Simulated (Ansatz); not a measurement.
Job for Ansatz (an electronic-structure program): U-CCSD(T)/def2-QZVPP on PO-, 2S+1 = 3, a spin state set in the input, which need not be the lowest, a point of a bond scan (R = 1.549 Å). Charge -1. Files ending in .json are basis or fitting sets from the Basis Set Exchange.

Ansatz 0.2 input:
```yaml
crystal:
  periodic: [false, false, false]
  atoms:
    - {symbol: O, position_ang: [0.00000000, 0.00000000, 0.00000000]}
    - {symbol: P, position_ang: [0.00000000, 0.00000000, 1.54853500]}
basis:
  gaussian:
    orbitals: def2-QZVPP.json
    pivot_positions_ang: [[0.00000000, 0.00000000, 0.00000000], [0.00000000, 0.00000000, 1.54853500]]
total_charge: -1
magnetization: {spin_polarized: true, initial_magnetization: 2}
correlation: {method: ccsd_t, electrons: valence}
output: {orbitals: {seedname: ./end}}
```

Program output:

```
WARN ansatz: RAYON_NUM_THREADS=2 ignored (pool sized by the plan → 2); use --threads N
Functional definition: HF
integrals: 0.35 GiB planned
868 factors; integrals over basis functions are off by at most 3.6e-4 eV
mean field: 0.32 GiB planned
mean field evaluation 1: about -11308.7467 eV, gradient 1.8e1 eV
mean field evaluation 2: about -11308.7501 eV, gradient 1.8e1 eV
mean field evaluation 4: about -11310.5821 eV, gradient 2.4e0 eV
mean field evaluation 8: about -11310.6841 eV, gradient 1.8e-1 eV
mean field evaluation 16: about -11310.5812 eV, gradient 2.4e0 eV
mean field evaluation 32: about -11306.9172 eV, gradient 9.8e-3 eV
mean field evaluation 64: about -11306.9172 eV, gradient 9.8e-4 eV
mean field evaluation 96: about -11304.0121 eV, gradient 2.2e1 eV
mean field -11310.68567098 eV, -415.6600317505 hartree, gradient 2.3e-6 eV, S^2 2.045120; 0 other end points of the search recorded, 0 dependent functions left out
6 core orbitals not correlated
reference -11310.68567098 eV, -415.6600317505 hartree; 7, 5 occupied and 114, 116 virtual orbitals, 868 factors
second order -10.63818810 eV of doubles, -0.00000000 eV of singles
coupled cluster: 0.89 GiB planned
cycle   1  -10.37443374 eV  change    2.6e-1 eV  update   1.0e-1
cycle   2  -10.71850319 eV  change   -3.4e-1 eV  update   3.7e-2
cycle   3  -10.81965059 eV  change   -1.0e-1 eV  update   2.1e-2
cycle   4  -10.81191677 eV  change    7.7e-3 eV  update   6.5e-3
cycle   5  -10.81223159 eV  change   -3.1e-4 eV  update   3.0e-3
cycle   6  -10.81256258 eV  change   -3.3e-4 eV  update   1.0e-3
cycle   7  -10.81225691 eV  change    3.1e-4 eV  update   4.0e-4
cycle   8  -10.81240475 eV  change   -1.5e-4 eV  update   1.6e-4
cycle   9  -10.81242675 eV  change   -2.2e-5 eV  update   5.5e-5
cycle  10  -10.81239343 eV  change    3.3e-5 eV  update   2.4e-5
cycle  11  -10.81239867 eV  change   -5.2e-6 eV  update   1.0e-5
perturbative correction -0.55625813 eV, -0.0204421092 hartree
Total energy: -11322.05432779 eV, -416.0778221820 hartree
```

Self-consistency was reached.

Cost: about 14 core-seconds (a rough figure).
